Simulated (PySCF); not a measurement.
Compound: (SiH3)2PPF2, F2H6P2Si2.
Geometry (PBE0-D3(BJ)/def2-SVP, Å), atoms numbered from 1 in this order:
```xyz
12
F2H6P2Si2 angstrom
F     -0.3653    3.3100   -0.1905
P     -0.1608    1.8858   -0.9146
F      1.4249    2.0235   -1.2249
P      0.0148    0.6194    0.9235
Si     1.5848   -0.7893    0.0885
Si    -1.7554   -0.7163    0.4398
H      1.4369   -0.9870   -1.3853
H      1.3698   -2.0968    0.7783
H      2.9402   -0.2615    0.4032
H     -1.8271   -1.7508    1.5113
H     -1.6317   -1.3867   -0.8918
H     -2.9911    0.1210    0.4542
```

Method used: PySCF 2.14.0, density-fitted response routines, TDDFT PBE0/def2-SVPD, vertical, gas phase, core orbitals frozen in the response.

Problem. Predict the UV-vis stick spectrum at this level.

Solution. 

```json
{"state": "S1", "E (eV)": "4.75", "E (hartree)": "0.1746", "f": "0.0052", "main configurations (H = HOMO, L = LUMO)": "H→L (98%)"}
{"state": "S2", "E (eV)": "5.44", "E (hartree)": "0.1999", "f": "0.123", "main configurations (H = HOMO, L = LUMO)": "H→L+1 (83%)"}
{"state": "S3", "E (eV)": "5.72", "E (hartree)": "0.2101", "f": "0.0008", "main configurations (H = HOMO, L = LUMO)": "H→L+2 (90%)"}
{"state": "S4", "E (eV)": "5.88", "E (hartree)": "0.2162", "f": "0.024", "main configurations (H = HOMO, L = LUMO)": "H-1→L (75%), H→L+3 (16%)"}
{"state": "S5", "E (eV)": "6.03", "E (hartree)": "0.2218", "f": "0.020", "main configurations (H = HOMO, L = LUMO)": "H→L+3 (69%), H-1→L+1 (17%)"}
{"state": "S6", "E (eV)": "6.10", "E (hartree)": "0.2242", "f": "0.015", "main configurations (H = HOMO, L = LUMO)": "H→L+4 (82%), H-1→L+1 (8%)"}
{"state": "S7", "E (eV)": "6.24", "E (hartree)": "0.2293", "f": "0.087", "main configurations (H = HOMO, L = LUMO)": "H-1→L+1 (68%), H→L+3 (8%)"}
{"state": "S8", "E (eV)": "6.47", "E (hartree)": "0.2378", "f": "0.0011", "main configurations (H = HOMO, L = LUMO)": "H→L+5 (77%), H-2→L (13%)"}
{"state": "S9", "E (eV)": "6.66", "E (hartree)": "0.2447", "f": "0.029", "main configurations (H = HOMO, L = LUMO)": "H-2→L (64%), H→L+5 (15%)"}
{"state": "S10", "E (eV)": "6.75", "E (hartree)": "0.2481", "f": "0.011", "main configurations (H = HOMO, L = LUMO)": "H-2→L+1 (82%), H-1→L+3 (8%)"}
```

Triplets (Tamm–Dancoff): T1 4.01 eV, H→L (84%); T2 4.12 eV, H→L+1 (89%); T3 5.20 eV, H→L+2 (61%), H-1→L+1 (21%); T4 5.32 eV, H→L+3 (39%), H-1→L (34%).

The lowest singlet lies at 4.75 eV (261 nm, ultraviolet) and is weak; its leading configuration is HOMO→LUMO (98%). The most intense listed level is S2 at 5.44 eV (228 nm, f = 0.123), 0.69 eV above S1. Löwdin shares by element: HOMO phosphorus 75%, fluorine 12%; LUMO phosphorus 55%, fluorine 21% (atoms not listed hold the other 24%). The oscillator strengths of these states sum to 0.316; summed over the whole spectrum of an exact calculation they would give the number of electrons, 82 (Thomas–Reiche–Kuhn). Of the 10 states listed, 7 reach f = 0.01 and none stays under 0.0005. Orbital energies (eV): HOMO-3 -10.11, HOMO-2 -9.00, HOMO-1 -8.37, HOMO -7.31, LUMO -1.18, LUMO+1 -0.95, LUMO+2 -0.29. No computed singlet lies in the visible range (380 to 750 nm); the lowest, at 261 nm, stands 1.49 eV above its violet end (3.26 eV). The vertical ionisation energy (ΔSCF) is 9.07 eV, 2.32 eV above S10. The window holds the lowest 10 singlets.

One conformer stands for the species.
